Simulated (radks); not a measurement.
The numbers below are computed, except where a source is named.
Q: I, configuration [Kr] 4d10 5s2 5p5 (the NIST ground configuration). Level of theory: scalar-relativistic Kohn-Sham, PBE, spin-unpolarised, spherical densities, point nucleus; hard spherical wall at 3.5 bohr (a radial shooting solver on a logarithmic mesh with Libxc functionals). Some entries of the table are withheld. Estimate them.

| orbital | occ. | eigenvalue (eV) | <1/r> (bohr^-1) |
|---|---|---|---|
| 1s | 2 | -32971.91 | 56.84 |
| 2s | 2 | -5083.616 | 13.02 |
| 2p | 6 | -4561.248 | 12.46 |
| 3s | 2 | -1016.206 | 4.667 |
| 3p | 6 | -846.9644 | 4.437 |
| 3d | 10 | -593.5714 | 4.199 |
| 4s | 2 | -168.8383 | 1.884 |
| 4p | 6 | -115.9036 | 1.723 |
| 4d | 10 | (1) | (2) |
| 5s | 2 | -7.8436 | 0.7001 |
| 5p | 5 | 4.4022 | 0.6382 |
| 5d | 0 | 23.7180 | 0.6034 |
| 4f | 0 | 28.7704 | 0.6975 |
| 6s | 0 | 44.6382 | 0.6826 |

A: 
(1) 4d eigenvalue (eV): -38.9486
(2) 4d <1/r> (bohr^-1): 1.429
